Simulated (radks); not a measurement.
Dynamic dipole polarisability and lines of the beryllium ion Be2+, [He]. Calculated with a radial shooting solver on a logarithmic mesh with Libxc functionals: non-relativistic Kohn-Sham, LDA (Slater exchange, VWN5 correlation), spin-polarised, spherical densities, point nucleus. Time-dependent linear response with the Hartree and adiabatic LDA kernel, continuum included through the Sternheimer equations. Lines are the poles of the dipole polarisability below minus the highest occupied eigenvalue, found on a grid refined at the orbital gaps; the lowest seven at most are given, and weak or close lines can be missed. The first line takes the name of the lowest orbital gap if no other gap lies below it; otherwise a line is named after a gap within 0.6 % of it, if that gap stands alone.

photon energy (eV)  alpha (bohr^3)
0                          0.05667
2.147                      0.05668
10.736                     0.05704
19.325                     0.05788
27.913                     0.05927
36.502                     0.06129
45.091                     0.06409
53.680                     0.06791
62.268                     0.07314
70.857                     0.08048
79.446                     0.09125
88.035                      0.1084
96.623                      0.1401
105.21                      0.2245
113.80                       5.367
122.39                      0.1067

Lines (eV, oscillator strength): 114.05 (10.87 nm, 1s-2p), f = 0.399; 124.06 (9.994 nm, 1s-3p), f = 0.0788. Higher lines, where found, are left out when the end of the mesh affects them. Those listed give 47 % of the static polarisability (sum of f/w^2). Orbital energy gaps for comparison: 1s-2p 113.90 eV; 1s-3p 123.98 eV.
